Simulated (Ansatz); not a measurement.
Gas-phase reaction R1 → P1 + P2, each structure at its B3LYP-D3(BJ)/def2-TZVP stationary point, reached from a drawn start (curvature not checked).
R1: C2H4 (SMILES C=C), charge 0, multiplicity 1.
P1: C atom, charge 0, multiplicity 3.
P2, CH4 (SMILES C) (charge 0, multiplicity 1, Z-matrix in Å and degrees):
```
C
H 1 1.0893
H 1 1.0893 2 109.47
H 1 1.0893 2 109.47 3 -120.00
H 1 1.0893 2 109.47 3 120.00
```

P less R. No zero-point or thermal terms; singlets are restricted closed shells; open shells are unrestricted; no spin–orbit coupling.

Codes used: Ansatz (Gaussian orbitals). All values are computed, each at the level named.

Task: One of these levels gives 7.371 eV for the reaction energy. Name it.
(A) BLYP/def2-TZVPP
(B) SVWN5/def2-TZVPP
(C) HF/cc-pVTZ

Result: B, SVWN5/def2-TZVPP. The others give 4.331 (HF/cc-pVTZ), 6.234 (BLYP/def2-TZVPP)

Ansatz is an electronic-structure program.
